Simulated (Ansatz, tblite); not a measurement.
# Ligand exchange: C2H6AlBr + B(OH)F2 → C2H7AlO + BBrF2

Species: C2H6AlBr `C[CH2][AlH][Br]`, singlet; B(OH)F2 (difluorohydroxyborane), singlet; C2H7AlO `C[CH2][AlH][OH]`, singlet; BBrF2 `FB(F)Br`, singlet. The partners trade Br for OH: Al–Br and B–OH bonds give way to Al–OH and B–Br.

Shapes, held fixed at every level: PBE0-D4/def2-TZVP. Flexible molecules stand in one conformer, not always the lowest. Programs: Ansatz 0.2.0, tblite 0.8.0. The zero-point and thermal change to 298 K, harmonic and unscaled (PBE0-D4/def2-TZVP), is -4.5 kJ/mol.

| level | kind | ΔH(298 K) (kJ/mol) | less CCSD(T)/def2-TZVPP | CPU time (sum over the molecules) |
| --- | --- | --- | --- | --- |
| GFN1-xTB | semi-empirical | +78.5 | -15.3 | 1.9 s |
| PBE-D4/def2-TZVPP | GGA | +88.4 | -5.4 | 18 s |
| r2SCAN-D4/def2-TZVPP | meta-GGA | +93.8 | 0.0 | 33 s |
| PBE0-D4/def2-TZVPP | global hybrid | +98.4 | +4.6 | 20 s |
| r2SCAN0-D4/def2-TZVPP | global hybrid | +101.2 | +7.4 | 35 s |
| CCSD(T)/def2-SVP | coupled cluster or CI | +110.1 | +16.3 | 25 s |
| CCSD/def2-TZVPP | coupled cluster or CI | +96.8 | +3.0 | – |
| CCSD(T)/def2-TZVPP | coupled cluster or CI | +93.8 | 0.0 | 5.9 min |

The highest level, CCSD(T)/def2-TZVPP, gives ΔH(298 K) = +93.8 kJ/mol; the levels span +78.5 to +110.1. The column of differences is taken from that level and isn't an error. No measured value is set beside it here. Relativity is left out for Br. Outer-core shells of Br are correlated in most correlated rows, in sets that cover them unevenly. Times are processor times on shared x86 and Arm servers, and rough.
